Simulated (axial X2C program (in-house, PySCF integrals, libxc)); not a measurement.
**Spin–orbit effects along a row: molecules with Sn, PBE0**

Computed with an in-house relativistic program for diatomic molecules, spin-free (one-electron X2C) or two-component (2c: spin–orbit coupling with atomic mean-field Coulomb and Gaunt terms, which also bring small scalar terms), in Dyall basis sets with cores contracted in-house; open shells are unrestricted.

Basis sets: B dyall-v3z, Be dyall-cv3z, C dyall-v3z, F dyall-av3z, Li dyall-cv3z, O dyall-av3z, Sn dyall-cv3z.

```
molecule   spin-free state  Re (Å)  ωe (cm⁻¹)  De (eV)  2c state  Re 2c (Å)  ωe 2c (cm⁻¹)  De 2c (eV)
    LiSn  M_S = 3/2, Λ = 0   2.582      365.3     1.51   Ω = 3/2      2.585         363.2         n/a
    BeSn    M_S = 1, Λ = 0   2.347      448.8     1.29     Ω = 1      2.353         442.3         n/a
     SnB  M_S = 3/2, Λ = 0   2.175      559.7     2.77   Ω = 3/2      2.175         556.3         n/a
     SnC    M_S = 1, Λ = 1   2.008      649.0     3.13     Ω = 2      2.014         636.0         n/a
     SnO    M_S = 0, Λ = 0   1.818      869.8     5.37     Ω = 0      1.819         868.1         n/a
     SnF  M_S = 1/2, Λ = 1   1.949      576.3     4.86   Ω = 1/2      1.952         572.7         n/a
```

Each entry is the lowest single determinant of a limited PBE0 search at one distance. De goes to single-determinant-based atoms at the same level (for ions the charge split of lowest energy) and is withheld (n/a) where an atom does not fit its ground term or J level. Main or longest-lived isotopes. One determinant is a doubtful description, or other states lie close, for LiSn, BeSn, SnB, SnC; these need not be ground states, and all values refer to the states named. Some open-shell Ω = 0 determinants are out of reach, so the Ω given for BeSn, SnC need not be the lowest component. With several unpaired electrons the Ω given is that of one determinant, not necessarily of the lowest component. The functionals have no current term, which raises determinants with orbital currents.
